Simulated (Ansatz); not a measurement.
Species: CH3Cl5Si2 (charge 0, singlet). 
Geometry from a B3LYP-D3(BJ)/def2-TZVP (Ansatz, a program for electronic structure) optimisation:
```xyz
11

Cl    -1.8382     1.4094    -1.2058
Si    -1.8065    -0.3512    -0.1548
Cl    -3.4940    -0.4677     1.0163
C     -0.3168    -0.4189     0.9611
Si     1.3471    -0.1605     0.1909
Cl     1.4434    -1.1117    -1.6213
Cl     1.7264     1.8263    -0.0825
Cl     2.8052    -0.9367     1.4019
H     -1.8424    -1.4648    -1.1096
H     -0.3163    -1.4090     1.4282
H     -0.4373     0.3161     1.7614
```

Computed values are from Ansatz. Correlated levels leave the core frozen unless marked. Open shells are spin-unrestricted. No spin-orbit coupling. Non-relativistic. CBS(X,Y): correlation extrapolated as X^-3; Hartree-Fock from the larger set.

Question: What is the atomisation energy De at CCSD(T)/CBS(cc-pV(T+d)Z,cc-pV(Q+d)Z)?

Answer: 930.8 kcal/mol.

Question: What is the T1 diagnostic at CCSD/cc-pV(Q+d)Z?

Answer: 0.009.

Question: What is the total energy at CCSD(T)/CBS(cc-pV(T+d)Z,cc-pV(Q+d)Z)?

Answer: -2917.1875 Eh.

Question: What is the dipole moment at CCSD(T)/aug-cc-pV(D+d)Z?

Answer: 1.24 D.
